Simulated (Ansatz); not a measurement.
Gas-phase electronic energies from Ansatz, PBE0-D4/def2-TZVP geometries. CCSD(T)/CBS is the MP2 limit (def2-TZVPP, def2-QZVPP) plus CCSD(T) − MP2 in def2-TZVPP, frozen cores. DFT in def2-TZVPP. For Ge outer-core shells are correlated without core-valence functions, which leaves a few kJ/mol of doubt a bond. Scalar relativity is left out up to krypton. Each species was taken in one conformer, which may not be the lowest.

Reaction (isomerisation): `[CH3][GeH2][SiH2]P` → `C[SiH2][GeH2][PH2]`

**Question.** Is it downhill or uphill in electronic energy at CCSD(T)/CBS, and by how much? (Best estimate.)

**Answer.** The calculation gave: Downhill: ΔE = -15.0 kJ/mol.

**Question.** What do these levels give: ωB97X-V, ωB97M-V, B2PLYP, HF/def2-TZVPP, SCS-MP2/def2-TZVPP, CCSD/def2-TZVPP? (Best estimate.)

**Answer.** Ansatz gave: ωB97X-V -16.0, ωB97M-V -18.4, B2PLYP -17.4, HF/def2-TZVPP -18.8, SCS-MP2/def2-TZVPP -15.6, CCSD/def2-TZVPP -15.3 kJ/mol.

Largest T1 diagnostic among the species: 0.012.

In def2-TZVPP, CCSD(T) changes the Hartree–Fock value by +4.0 kJ/mol (the triples alone add +0.5 kJ/mol) and MP2 by +3.5 kJ/mol.
